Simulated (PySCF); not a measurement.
A structure optimised at PBE-D3(BJ)/def2-SVP, used in a PySCF frequency run:

```
C
C 1 1.3535
O 2 1.3562 1 128.76
H 1 1.1031 2 120.72 3 0.32
H 2 1.1040 1 121.20 4 -179.97
C 3 1.4145 2 116.99 5 -179.95
H 6 1.1059 3 106.92 2 179.91
H 6 1.1140 7 109.31 3 120.86
H 6 1.1140 7 109.28 8 118.26
C 1 1.5087 4 116.87 2 -177.61
H 10 1.1124 1 109.27 4 -172.40
H 10 1.1128 11 105.58 1 -118.38
N 10 1.4700 11 108.35 12 -114.73
H 13 1.0298 10 109.08 11 175.37
H 13 1.0301 14 104.53 10 -115.67
```
Charge 0, spin multiplicity 1.

Q: Write its SMILES and formula.

A: CO/C=C/CN, C₄H₉NO

Q: What are its rotational constants (standard atomic weights)?

A: 10.275, 1.5115, 1.4290 GHz
